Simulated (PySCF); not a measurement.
ClF₂HSn. Atoms are numbered in the order given.

```xyz
5

Sn    -0.2853    -0.2649     0.0000
F     -1.0465     0.6451    -1.5138
F     -1.0465     0.6451     1.5138
Cl     1.9878     0.2086     0.0000
H     -0.6926    -1.9116     0.0000
```
Charge 0, spin multiplicity 1.

Geometry: r2SCAN-D4/def2-SVP. The def2 effective core potentials stand for the cores of Sn; spin–orbit coupling is left out.

Calculation: r2SCAN-D4/def2-SVP (PySCF).

Frequencies are harmonic and unscaled.

Q: Give all harmonic wavenumbers and intensities. (The exact figures need the calculation; the answer reports its results.)

A: 
```csv
mode,ν (cm⁻¹),IR (km/mol),Raman (Å⁴/amu),depolarisation,moving atoms (share of kinetic energy)
1,134,4.4,1.9,0.75,"F 61 %, Cl 29 %, Sn 11 %"
2,157,17.9,1.8,0.72,"F 71 %, Cl 16 %, Sn 12 %"
3,180,28.9,1.3,0.74,"F 73 %, Sn 22 %"
4,395,45.0,8.9,0.21,"Cl 77 %, Sn 23 %"
5,535,50.0,18.5,0.75,H 96 %
6,540,86.7,25.2,0.68,H 96 %
7,651,42.2,9.5,0.06,"F 89 %, Sn 11 %"
8,661,57.4,3.6,0.75,"F 84 %, Sn 16 %"
9,1982,53.8,225.5,0.21,H 99 %
```
